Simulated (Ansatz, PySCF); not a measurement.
WCl4H2, SMILES [WH2]([Cl])([Cl])([Cl])[Cl], multiplicity 1. Atoms are numbered in the order given.

```xyz
7

W      0.0000     0.0000    -0.0023
Cl     0.0000    -2.2596     0.3148
Cl     2.1752     0.0000    -0.8342
Cl    -2.1752     0.0000    -0.8342
Cl     0.0000     2.2596     0.3148
H      0.8574     0.0000     1.4348
H     -0.8574     0.0000     1.4348
```

Geometry: B3LYP-D3(BJ)/def2-SVP. The multiplicity is an assumed one; no other spin state was optimised. The structure was generated by enumeration; whether it is a known compound was not checked. The def2 effective core potentials stand for the cores of W; spin–orbit coupling is left out.

Two levels are set side by side: PBE-D3(BJ)/def2-SVP (Ansatz, a program for electronic structure) and B3LYP-D3(BJ)/def2-SVP (Ansatz). Each level has its own optimised geometry; the coordinates shown are those of the second. Frequencies come from the Hessian of PySCF at each geometry. Differences are taken from unrounded values.

| quantity | B3LYP-D3(BJ) |
|---|---|
| mean bond length (Å) | 2.095 |
| bond W1–Cl2 (Å) | 2.282 |
| bond W1–Cl3 (Å) | 2.329 |
| bond W1–Cl4 (Å) | 2.329 |
| bond W1–Cl5 (Å) | 2.282 |
| bond W1–H6 (Å) | 1.673 |
| bond W1–H7 (Å) | 1.673 |
| highest harmonic wavenumber (cm⁻¹) | 2119 |
| mean harmonic wavenumber (cm⁻¹) | 631 |
| zero-point energy (kcal/mol) | 13.53 |

Problem. What does PBE-D3(BJ) give, and how far is it from B3LYP-D3(BJ)? (An estimate is asked for; the answer gives what the named calculation found.)

Solution. 
| quantity | PBE-D3(BJ) | PBE-D3(BJ) minus B3LYP-D3(BJ) |
|---|---|---|
| mean bond length (Å) | 2.097 | 0.003 |
| bond W1–Cl2 (Å) | 2.281 | 0.000 |
| bond W1–Cl3 (Å) | 2.327 | -0.002 |
| bond W1–Cl4 (Å) | 2.327 | -0.002 |
| bond W1–Cl5 (Å) | 2.281 | 0.000 |
| bond W1–H6 (Å) | 1.684 | 0.010 |
| bond W1–H7 (Å) | 1.684 | 0.010 |
| highest harmonic wavenumber (cm⁻¹) | 2055 | -63 |
| mean harmonic wavenumber (cm⁻¹) | 615 | -16 |
| zero-point energy (kcal/mol) | 13.19 | -0.33 |
